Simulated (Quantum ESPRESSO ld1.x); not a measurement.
The table gives one normalised radial function P(r) = r R(r) (large component) of Sb in [Kr] 4d10 5s2 5p3 (r in bohr). All-electron calculation, Dirac Kohn-Sham, LDA (Slater exchange, VWN5 correlation), spin-unpolarised, spherical densities, point nucleus; open shells fill j = l - 1/2 first. Program: ld1.x of Quantum ESPRESSO 7.5.

r	P
0.004254	0.0117
0.004913	0.0152
0.00572	0.0201
0.006606	0.0261
0.007629	0.0337
0.008881	0.0440
0.01026	0.0564
0.01185	0.0718
0.01379	0.0921
0.01593	0.1156
0.01839	0.1438
0.02141	0.1790
0.02473	0.2176
0.02856	0.2607
0.03325	0.3095
0.0384	0.3566
0.04434	0.4005
0.05162	0.4377
0.05962	0.4568
0.06885	0.4521
0.08015	0.4119
0.09257	0.3329
0.1069	0.2102
0.1235	0.0461
0.1437	-0.1597
0.166	-0.3631
0.1917	-0.5431
0.2232	-0.6669
0.2577	-0.6841
0.2977	-0.5793
0.3465	-0.3322
0.4002	0.0066
0.4622	0.3964
0.538	0.7892
0.6214	1.0731
0.7176	1.2220
0.8354	1.2173
0.9648	1.0829
1.114	0.8702
1.297	0.6203
1.498	0.4057
1.73	0.2385
2.014	0.1202
2.326	0.0551
2.686	0.0220
3.102	0.0075
3.612	0.0020
4.171	0.0004
4.817	0.0001
5.608	0.0000
6.476	0.0000
7.48	0.0000
8.707	0.0000
10.06	0.0000

Which n and l does it have? It may be an empty orbital.

Answer. n = 4, l = 1: the number of nodes gives n - l - 1 = 2, the rise at small r points to l (this Dirac orbital starts as r^gamma with gamma = sqrt((l + 1)^2 - (Z/c)^2) = 1.97; the j = 3/2 orbital of l + 1 starts with the same power, but with a smaller coefficient, and then steepens), and the extent must fit the shell. The curve is that of 4p3/2; the two j differ most near the nucleus, where j = l - 1/2 has the larger amplitude, and in heavy atoms j = l - 1/2 is also the more compact. 4p3/2: eigenvalue -98.598 eV, 2 radial nodes at r = 0.128, 0.399 bohr, <r> = 0.862 bohr, 90 % of the charge inside 1.27 bohr.
